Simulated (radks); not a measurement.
Task: These are the eigenvalues of the occupied orbitals of an atom or ion with whole-number occupations (eV). Calculated with a radial shooting solver on a logarithmic mesh with Libxc functionals: scalar-relativistic Kohn-Sham, r2SCAN, spin-polarised, spherical densities, finite nucleus; meta-GGA in the generalised Kohn-Sham scheme; Fermi nuclear charge, rms radius of each element as measured or else 0.836 A^(1/3) + 0.57 fm.

orbital  eigenvalue
1s up     -4004.138
1s down   -4003.686
2s up     -456.6611
2s down   -456.4727
2p up     -374.9108
2p down   -374.4628
3s up      -81.7812
3s down    -79.8699
3p up      -61.1323
3p down    -59.3030

Which element is it, and in what charge state? The configuration may be excited. Open shells, if any, are filled with parallel spins first.

Result: Z = 20, calcium, charge +3: Ca3+ in [Ne] 3s2 3p5. The list shows which subshells hold electrons but not how many an open one holds; the 1s level, -147.15 hartree, gives Z - s = 17.2 by -(Z - s)^2/2, which with screening and relativity narrows Z to a few neighbours, and the depths of the outer levels then fix element, charge and occupations together.
